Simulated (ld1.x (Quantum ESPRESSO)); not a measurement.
# Mo (Z = 42): one change to a TM potential, before and after

ld1.x (Quantum ESPRESSO) 7.5 input, shortened:

```
&input
   title='Mo', zed=42., rel=1, dft='PBE', iswitch=3,
   config='[Kr] 4d3 5s0 5p0'
 /
 &inputp
   pseudotype=2, tm=.true., lloc=1,
   nlcc=.true.
 /
3
4S  1  0   2.00   0.00  1.40  1.40  0.0
4D  3  2   3.00   0.00  2.40  2.40  0.0
4P  2  1   6.00   0.00  1.85  1.85  0.0
 &test
   configts(1)='4s2 4p6 4d3 5s0 5p0'
 /
```

All-electron outer shells of the reference configuration (PBE, scalar-relativistic, ld1.x):

| shell | level (eV) | outermost node (bohr) | outermost maximum (bohr) |
| --- | --- | --- | --- |
| 3d | -253.80 | – | 0.32 |
| 4s | -96.30 | 0.51 | 0.99 |
| 4p | -70.02 | 0.52 | 1.06 |
| 4d | -32.91 | 0.53 | 1.32 |
| 5s | -26.70 | 1.30 | 2.46 |
| 5p | -20.67 | 1.46 | 2.86 |

Change: wave 4s (bound): rc 1.40 bohr becomes 4s (bound): rc 1.90 bohr.

Cutoffs: the cutoffs (Ry, on a coarse ladder) from which the occupation-weighted sum of valence levels, in a spherical-Bessel basis at the reference potential, stays within 10 and 1 mRy of its value at 400 Ry; they do not see the model core or the augmentation charge, which bear on the density cutoff. Errors are all-electron minus pseudo energies relative to the spin-unpolarised reference configuration.

What does the change do?

The potential gets softer (70 Ry and 120 Ry → 35 Ry and 55 Ry); of the 7 tests that both files solve, the error grows in 4 and shrinks in 0 by more than 15 % and 0.3 meV (median size 143.4 → 401.7 meV); neither file shows a bound ghost. A larger radius leaves more room for a smooth pseudo-wave, so fewer plane waves are needed. More of the atom is replaced by a form fitted at one configuration, so other configurations suffer.

| quantity | base | changed |
| --- | --- | --- |
| cutoff, loose | 70 Ry | 35 Ry |
| cutoff, tight | 120 Ry | 55 Ry |
| loose cutoff by channel (10 mRy a level) | s 70 Ry, d 30 Ry, p 21 Ry | s 25 Ry, d 30 Ry, p 21 Ry |
| bound ghosts | none | none |
| error for 4s2 4p6 4d5 5s1 5p0, meV [ΔE -49.10 eV] | +214 | +662 |
| error for 4s2 4p6 4d5 5s0 5p0, meV [ΔE -42.21 eV] | +48 | +48 |
| error for 4s2 4p6 4d4 5s0 5p0, meV [ΔE -26.74 eV] | +21 | +21 |
| error for 4s2 4p6 4d4 5s1 5p1, meV [ΔE -45.36 eV] | +329 | +919 |
| error for 4s2 4p6 4d5 5s0 5p1, meV [ΔE -45.96 eV] | +103 | +103 |
| error for 4s2 4p6 4d4 5s1 5p0, meV [ΔE -41.03 eV] | +285 | +976 |
| error for 4s2 4p6 4d5 5s0.5 5p0, meV [ΔE -46.37 eV] | +143 | +402 |
| s: phases at 2.60 bohr within 0.05 rad from the reference energy up to (Ry; the scan ends near 5) | -2.6 | -3.1 |
| p: phases at 2.60 bohr within 0.05 rad from the reference energy up to (Ry; the scan ends near 5) | -1.9 | -1.9 |
| d: phases at 2.60 bohr within 0.05 rad from the reference energy up to (Ry; the scan ends near 5) | to the end of the scan | to the end of the scan |
